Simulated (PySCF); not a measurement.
# Computed records: AlClH

All values are calculated (PySCF 2.14.0). Calculation on a computer-drawn molecule: vertical ionisation energy to the stated ion spin, frozen-core CCSD(T) at the basis limit and cheaper methods, single-reference cases, UHF for radicals, no spin-orbit; all values are single points at the evaluated structure, the first of each entry, which is the reference or a displaced copy of it and isn't optimised; the reference structure only sets the zero of the energies above reference; triples share is (T) over the correlation energy.

Common to all runs: charge 0; multiplicity 2; ion multiplicity 1; diffuse functions no; basis cc-pV(n+d)Z; reference is the Hartree-Fock double-zeta minimum; best is HF at quadruple zeta + MP2 correlation extrapolated from triple and quadruple zeta + CCSD(T) minus MP2 at triple zeta; basis step is the size of the change from the same recipe one zeta lower.

(1) AlClH

Evaluated structure:
```xyz
3
AlClH
Al    -0.8139     1.2274     0.6786
Cl    -2.1015     2.5443     1.8975
H      0.6615     1.7660     0.4107
```

Reference structure:
```xyz
3
AlClH
Al    -0.8144     1.2443     0.6852
Cl    -2.0581     2.5107     1.8654
H      0.6614     1.7676     0.4309
```

It finds ionisation energy best 8.448 eV; ionisation energy basis step 0.04824 eV; energy above reference best 1.365 kcal/mol; energy above reference basis step 0.2686 kcal/mol; total energy HF triple zeta -702.0655 hartree; total energy CCSD(T) triple zeta -702.3486 hartree; total energy best -702.3962 hartree; T1 diagnostic at triple zeta 0.01366; D1 diagnostic at triple zeta 0.03947; spin squared at triple zeta 0.7571; ion T1 diagnostic at triple zeta 0.0179; ion D1 diagnostic at triple zeta 0.04588; triples share at triple zeta 0.03795; basis functions triple zeta 92; dipole magnitude HF at triple zeta 2.292 debye; dipole magnitude CCSD unrelaxed at triple zeta 2.045 debye; dipole magnitude PBE at triple zeta 1.861 debye; dipole magnitude r2SCAN at triple zeta 1.963 debye; dipole magnitude B3LYP at triple zeta 2.055 debye; dipole magnitude wB97X at triple zeta 2.113 debye.

Drawn bonds:
| atom | other atom | order |
| --- | --- | --- |
| 1 | 2 | 1 |
| 1 | 3 | 1 |

Triple zeta:
| method | ionisation energy (eV) | energy above reference (kcal/mol) |
| --- | --- | --- |
| HF | 8.373 | 1.319 |
| PBE | 8.389 | 0.8317 |
| r2SCAN | 8.578 | 1.251 |
| B3LYP | 8.533 | 0.9486 |
| wB97X | 8.488 | 1.384 |
| MP2 | 8.386 | 1.316 |
| CCSD | 8.414 | 1.258 |
| CCSD(T) | 8.388 | 1.197 |

(2) AlClH

Evaluated structure:
```xyz
3
AlClH
Al    -0.8757     1.2754     0.6611
Cl    -2.1167     2.5009     1.8139
H      0.6522     1.8074     0.5252
```

Reference structure:
```xyz
3
AlClH
Al    -0.8144     1.2443     0.6852
Cl    -2.0581     2.5107     1.8654
H      0.6614     1.7676     0.4309
```

It finds ionisation energy best 8.287 eV; ionisation energy basis step 0.043 eV; energy above reference best 0.1342 kcal/mol; energy above reference basis step 0.1742 kcal/mol; total energy HF triple zeta -702.0670 hartree; total energy CCSD(T) triple zeta -702.3501 hartree; total energy best -702.3982 hartree; T1 diagnostic at triple zeta 0.01333; D1 diagnostic at triple zeta 0.0393; spin squared at triple zeta 0.7573; ion T1 diagnostic at triple zeta 0.01649; ion D1 diagnostic at triple zeta 0.04278; triples share at triple zeta 0.0376; basis functions triple zeta 92; dipole magnitude HF at triple zeta 1.627 debye; dipole magnitude CCSD unrelaxed at triple zeta 1.431 debye; dipole magnitude PBE at triple zeta 1.273 debye; dipole magnitude r2SCAN at triple zeta 1.357 debye; dipole magnitude B3LYP at triple zeta 1.448 debye; dipole magnitude wB97X at triple zeta 1.458 debye.

Drawn bonds:
| atom | other atom | order |
| --- | --- | --- |
| 1 | 2 | 1 |
| 1 | 3 | 1 |

Triple zeta:
| method | ionisation energy (eV) | energy above reference (kcal/mol) |
| --- | --- | --- |
| HF | 8.194 | 0.3341 |
| PBE | 8.243 | 0.156 |
| r2SCAN | 8.423 | 0.1064 |
| B3LYP | 8.377 | 0.2771 |
| wB97X | 8.318 | 0.08244 |
| MP2 | 8.226 | 0.3075 |
| CCSD | 8.251 | 0.2366 |
| CCSD(T) | 8.232 | 0.2406 |

(3) AlClH

Evaluated structure:
```xyz
3
AlClH
Al    -0.7370     1.2576     0.7333
Cl    -2.0370     2.5205     1.9064
H      0.6367     1.7424     0.4324
```

Reference structure:
```xyz
3
AlClH
Al    -0.8144     1.2443     0.6852
Cl    -2.0581     2.5107     1.8654
H      0.6614     1.7676     0.4309
```

Results for AlClH: ionisation energy best 8.245 eV; ionisation energy basis step 0.0446 eV; energy above reference best 2.263 kcal/mol; energy above reference basis step 0.1729 kcal/mol; total energy HF triple zeta -702.0644 hartree; total energy CCSD(T) triple zeta -702.3470 hartree; total energy best -702.3948 hartree; T1 diagnostic at triple zeta 0.01277; D1 diagnostic at triple zeta 0.03597; spin squared at triple zeta 0.7548; ion T1 diagnostic at triple zeta 0.01621; ion D1 diagnostic at triple zeta 0.04085; triples share at triple zeta 0.03747; basis functions triple zeta 92; dipole magnitude HF at triple zeta 1.977 debye; dipole magnitude CCSD unrelaxed at triple zeta 1.761 debye; dipole magnitude PBE at triple zeta 1.607 debye; dipole magnitude r2SCAN at triple zeta 1.692 debye; dipole magnitude B3LYP at triple zeta 1.779 debye; dipole magnitude wB97X at triple zeta 1.834 debye.

Drawn bonds:
| atom | other atom | order |
| --- | --- | --- |
| 1 | 2 | 1 |
| 1 | 3 | 1 |

Triple zeta:
| method | ionisation energy (eV) | energy above reference (kcal/mol) |
| --- | --- | --- |
| HF | 8.131 | 1.957 |
| PBE | 8.198 | 2.592 |
| r2SCAN | 8.373 | 2.36 |
| B3LYP | 8.326 | 2.177 |
| wB97X | 8.257 | 2.272 |
| MP2 | 8.174 | 1.967 |
| CCSD | 8.207 | 2.153 |
| CCSD(T) | 8.187 | 2.19 |
